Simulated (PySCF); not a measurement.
Cartesian coordinates in Å; atom numbers follow the order of the lines, from 1:
```xyz
21

C    -1.5116   -0.5794    1.6516
Si   -0.8600    0.1604    0.0184
C    -1.6104   -0.7592   -1.4751
C    -1.1535    2.0339   -0.0807
C     1.0225   -0.1579   -0.0232
C     1.6087   -1.4317    0.0315
N     2.9141   -1.6021   -0.0021
N     3.6905   -0.5556   -0.0872
C     3.1325    0.6362   -0.1351
N     1.8308    0.8928   -0.1082
H    -1.0437   -0.1120    2.5133
H    -2.5835   -0.4333    1.7412
H    -1.3202   -1.6469    1.7133
H    -1.1995   -0.3967   -2.4130
H    -1.4206   -1.8277   -1.4257
H    -2.6863   -0.6201   -1.5137
H    -2.2140    2.2664   -0.0597
H    -0.7392    2.4480   -0.9947
H    -0.6825    2.5492    0.7506
H     1.0148   -2.3313    0.1016
H     3.8022    1.4838   -0.2033
```

- shieldings: GIAO PBE0/pcSseg-1
- GFN2-xTB geometry
- program: PySCF 2.14.0 with density-fitted response routines
- one computed conformer, equivalent nuclei averaged, isolated molecule, non-relativistic

Referencing at the same level of theory: 13C (σ = 186.93 ppm) and 1H (σ = 31.72 ppm) and 29Si (σ = 349.16 ppm) vs TMS; 15N (σ = 267.73 ppm) vs NH3.

| atoms | nucleus | count | Hirshfeld charge | δ (ppm) |
| --- | --- | --- | --- | --- |
| H20 | 1H | 1 | 0.06 | 9.70 |
| C6 | 13C | 1 | 0.01 | 161.6 |
| N7 | 15N | 1 | -0.09 | 481.1 |
| C1/C3/C4 | 13C | 3 | -0.21 | -1.4 |
| N10 | 15N | 1 | -0.14 | 348.9 |
| C5 | 13C | 1 | -0.01 | ? |
| C9 | 13C | 1 | 0.07 | 163.1 |
| H21 | 1H | 1 | 0.06 | 9.99 |
| N8 | 15N | 1 | -0.11 | ? |
| H11/H12/H13/H14/H15/H16/H17/H18/H19 | 1H | 9 | 0.04 | 0.39 |
| Si2 | 29Si | 1 | 0.41 | ? |

Task: Fill in the missing shifts.

Result: 
- C5: 173.7 ppm, substituted aromatic carbon next to a ring nitrogen
- Si2: -2.6 ppm, silicon bonded to 4 C
- N8: 432.9 ppm, pyridine-type ring nitrogen

Shifts are as computed. Against solution values, carbons near 30 ppm lie about +3 ppm off and those near 130 ppm about +5 ppm. Of 1211 compounds with measured shifts, 218 miss one by over three times the rms of a fit or turn the order of signals round; such compounds aren't used in these exercises. Experimental scales use liquid or dissolved standards, which lie at an offset from isolated NH3 (liquid NH3: subtract about 20 ppm). Unscaled 15N shifts of sp2 nitrogen come out 20 to 40 ppm too high even then.
